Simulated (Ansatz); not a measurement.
A nudged elastic band was laid between two geometries of CN + H5NSi (9 atoms, charge 0, multiplicity 2).

Computed with UKS PBE/def2-SVP in Ansatz 0.2.0.

| Item | Value |
| --- | --- |
| movable images | 5 |
| climbing image | yes |
| spring | 5.0 eV/Å² |
| optimiser | quadratic models (default) |
| start path | through a guess of the saddle point |
| force threshold | 0.05 eV/Å |
| iteration limit | 60 |
| end points | relaxed |

First end point:

```xyz
9
Properties=species:S:1:pos:R:3
H -0.878 -1.020 0.818
N -0.013 -0.649 0.411
Si 0.065 -0.100 -1.287
C -0.075 1.221 1.595
N -0.167 1.439 2.756
H 0.811 -1.019 0.896
H 0.107 -1.277 -2.225
H 1.321 0.701 -1.425
H -1.171 0.704 -1.540
```

Last end point:

```xyz
9
Properties=species:S:1:pos:R:3
H -0.253 0.374 1.696
N 0.317 -0.658 0.069
Si 0.133 -0.290 -1.661
C -0.556 0.969 2.583
N -0.873 1.601 3.514
H 0.880 -1.518 0.229
H -0.082 -1.517 -2.510
H 1.430 0.362 -2.087
H -0.996 0.678 -1.833
```

Problem. What changes between the two ends?

Solution. Bonds broken: H1–N2. Bonds formed: H1–C4. CN + H5NSi becomes H4NSi + HCN (or HNC).

Problem. What energy profile does the band end with?

Solution. The forces met the threshold. The highest image is number 2 of 0 to 6, 0.202 eV above the first end and 0.347 eV above the last; the last end lies 0.144 eV below the first. A vibrational analysis at the climbing image gives one clearly imaginary mode, 697i cm⁻¹: a first-order saddle point.

| image | path coordinate (Å) | energy (eV) | H1–N2 (Å) | H1–C4 (Å) |
| --- | --- | --- | --- | --- |
| 0 | 0.00 | 0.000 | 1.03 | 2.50 |
| 1 | 0.74 | 0.109 | 1.02 | 2.12 |
| 2 | 1.49 | 0.202 | 1.18 | 1.44 |
| 3 | 2.06 | -0.036 | 1.75 | 1.13 |
| 4 | 2.62 | -0.112 | 1.93 | 1.11 |
| 5 | 3.19 | -0.138 | 2.00 | 1.11 |
| 6 | 3.76 | -0.144 | 2.01 | 1.11 |

Problem. What is the geometry of the highest image?

Solution. 
```xyz
9
Properties=species:S:1:pos:R:3:forces:R:3
H -0.460 -0.240 1.129 -0.01 -0.03 -0.01
N -0.066 -0.918 0.249 0.00 0.02 -0.02
Si 0.077 -0.151 -1.360 0.00 0.02 0.01
C -0.374 0.871 2.032 0.04 0.01 0.00
N -0.283 1.766 2.794 -0.02 0.00 0.00
H 0.794 -1.388 0.582 -0.01 0.01 0.02
H 0.159 -1.300 -2.329 0.00 0.00 0.00
H 1.311 0.696 -1.519 0.00 -0.01 0.00
H -1.158 0.665 -1.578 -0.01 -0.01 0.00
```

Problem. What are the harmonic wavenumbers there?

Solution. 697i, 67, 95, 151, 190, 386, 525, 600, 656, 749, 876, 890, 910, 939, 1344, 1444, 2156, 2158, 2180, 2222, 3414 cm⁻¹.

The run took 2.2 min on 2 threads of Intel(R) Xeon(R) Platinum 8259CL CPU @ 2.50GHz (Skylake/Cascade Lake) (shared host), peak memory 0.2 GiB.
